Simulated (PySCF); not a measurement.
Two species compared at the same levels of theory.

First species: C4H6OS.
SMILES: `CC(=O)[C@H]1CS1`

Second species: C4H2F2O2.
InChI=1S/C4H2F2O2/c5-2-1-8-4(7)3(2)6/h1H2

Levels: PBE0/def2-SVPD for dipole moment, HOMO energy, LUMO energy, HOMO–LUMO gap, static isotropic polarisability and electronic spatial extent ⟨r²⟩ about the centre of nuclear charge; TDDFT PBE0/def2-SVPD for lowest singlet excitation; TDA PBE0/def2-SVPD for lowest triplet excitation (Tamm–Dancoff); GFN2-xTB for rotational constant A and rotational constant C. Geometries: GFN2-xTB. Each species is one conformer at its optimised geometry, gas phase, non-relativistic unless stated; the electronic structure was computed with PySCF and density fitting.

The conformers computed, where there is a choice (atom-mapped SMILES and torsion angles):
- `[CH3:1][C:2](=[O:3])[C@H:4]1[CH2:5][S:6]1`: C1–C2–C4–C5 -54°

Question: Which has the higher rotational constant A?

Answer: The first: 5.731 GHz against 3.232 GHz, a difference of 2.499 GHz.

Question: Which has the higher static isotropic polarisability?

Answer: The first: 68.3 au against 53.1 au, a difference of 15.2 au.

Question: Which has the higher ⟨r²⟩?

Answer: The second: 821 bohr² against 706 bohr², a difference of 115 bohr².

Question: Which has the higher T1 energy?

Answer: The second: 4.09 eV against 3.62 eV, a difference of 0.47 eV.

Question: Which has the higher HOMO energy?

Answer: The first: -7.02 eV against -8.51 eV, a difference of 1.49 eV.

Question: Which of the two has the higher dipole moment, and by how much?

Answer: The second: 4.13 D against 2.39 D, a difference of 1.74 D.

Question: Which of the two has the higher S1 energy, and by how much?

Answer: The second: 5.29 eV against 4.17 eV, a difference of 1.12 eV.

Question: Which of the two has the higher HOMO–LUMO gap, and by how much?

Answer: The second: 6.90 eV against 5.85 eV, a difference of 1.05 eV.

On the first: No computed singlet falls in the visible range (750 to 380 nm, 1.65 to 3.26 eV); S1 lies 0.91 eV above its blue end. In atomic units the dipole is 0.94 e·bohr (1 au = 2.5417 D).

On the second: The polarisability is 7.87 Å³ as a volume (1 au = 0.148185 Å³), or 0.89 au for each of the 60 electrons. The dipole matches unit charges of opposite sign 0.86 Å apart (1 e·Å = 4.8032 D).
